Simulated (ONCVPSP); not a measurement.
# beryllium (Be), ONCV: configuration errors across variants

```
Element                 : beryllium
Generator               : ONCVPSP 4.0.1
Type                    : optimised norm-conserving Vanderbilt (ONCV)
Functional              : LDA (Perdew-Wang 92)
Relativity              : scalar-relativistic
Frozen core             : none
Valence charge          : 4
Reference configuration : 1s2 2s2
Partial waves           : 1s+2s: rc 0.65 bohr, ncon 5, nbas 8, qcut 15.9 1/bohr, 2 projectors; p scattering state at 0.21 Ha: rc 0.55 bohr, ncon 5, nbas 9, qcut 17.2 1/bohr, 2 projectors, debl 2.1 Ha; d scattering state at 0.34 Ha: rc 0.65 bohr, ncon 3, nbas 6, qcut 15.5 1/bohr, 3 projectors, debl 1.5 Ha
Local potential         : polynomial inside 0.35 bohr (lpopt 5, dvloc0 0 Ha)
Core correction         : none
```

All-electron excitation energies from the reference (eV): (1) 1s2 2s1 9.513; (2) 1s2 2s0 27.286; (3) 1s2 2s1.5 3.748; (4) 1s1 2s2 126.733.

1 further variants failed, have other tests or another functional or relativity, and are left out.

A true bound ghost makes a file unfit for plane-wave use even where its test errors are small: the radial tests pick states by their node count and pass the ghost by.

Errors AE − PS in meV (a dash: test not solved or not reliable):

| change | (1) | (2) | (3) | (4) | bound ghosts | GHOST(+) flags above zero |
| --- | --- | --- | --- | --- | --- | --- |
| base | +0.3 | +2.1 | +0.1 | +444 | d | none |
| s: qcut 21.1 | +0.3 | +1.6 | +0.1 | +299 | d | none |
| s: qcut 11.5; p: qcut 12.5; d: qcut 11.2 | +0.4 | +3.0 | +0.1 | +699 | d | p |
| s: qcut 21.8 | +0.3 | +1.6 | +0.1 | +288 | d | none |
| all radii scaled by about 0.95 (s 0.62, p 0.52, d 0.62 bohr); local potential polynomial inside 0.32 bohr (lpopt 5, dvloc0 0 Ha) | +0.3 | +2.0 | +0.1 | +392 | d | none |
| p: debl 5.9 | +0.3 | +2.1 | +0.1 | +444 | d | none |
| d: ncon 4, nbas 7 | +0.3 | +2.1 | +0.1 | +444 | d | none |

Q: Give the same row for: s: rc 0.76.

A: +0.4, +2.6, +0.1, +648; bound ghosts: d; GHOST(+) flags above zero: none.
